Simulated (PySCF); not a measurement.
C₆H₅FO₂P₂.
SMILES with atom numbers: `[CH3:1][O:2][C:3](=[O:4])[c:5]1[cH:6][p:7][cH:8][p:9][c:10]1[F:11]`

NICS is the negative of the GIAO shielding at a point without a nucleus: at the ring centre (0) and 1 Å above and below it (1); zz is the component along the ring normal. Level: GIAO PBE0/pcSseg-1 (PySCF, non-relativistic, gas phase) on the GFN2-xTB geometry, one conformer.

Ring bond lengths (Å), with Mayer bond orders in brackets: C5–C6 1.387 (1.44), C6–P7 1.732 (1.34), P7–C8 1.731 (1.29), C8–P9 1.726 (1.33), P9–C10 1.745 (1.29), C10–C5 1.386 (1.27).

Task: Give the NICS values of each ring in ppm.

Result: 
| ring | type | NICS(0) | NICS(1), two faces | NICS(1)zz, two faces | rms pucker (Å) | centre to ring atoms, mean (Å) |
| --- | --- | --- | --- | --- | --- | --- |
| C5–C6–P7–C8–P9–C10 | 6-membered ring with 2 P; formal bonds all aromatic | -8.2 | -10.3 / -10.2 | -24.4 / -24.1 | 0.01 | 1.60 |

Task: What can be read from them?

Result: 
- C5–C6–P7–C8–P9–C10: mean NICS(1)zz -24.2 ppm, shielded.

Task: What does the geometric index give? HOMA = 1 − mean of α(R − Ropt)² over the ring bonds, with Krygowski's 1993 parameters (CC: Ropt 1.388 Å, α 257.7 Å⁻²; CP: Ropt 1.698 Å, α 118.91 Å⁻²).

Result: 
- C5–C6–P7–C8–P9–C10: HOMA 0.90; the largest term is that of P9–C10, α(R − Ropt)² = 0.27.

Hardware: one thread of an Arm Neoverse V1, shared host with 64 logical CPUs at a one-minute load of 48. Cost: 55 s wall, 1.0 GiB resident at most. This is the whole shielding run at PBE0/pcSseg-1, SCF included.

Conformer computed: `[CH3:1][O:2][C:3](=[O:4])[c:5]1[cH:6][p:7][cH:8][p:9][c:10]1[F:11]`: C1–O2–C3–O4 -3°, O2–C3–C5–C6 141°.
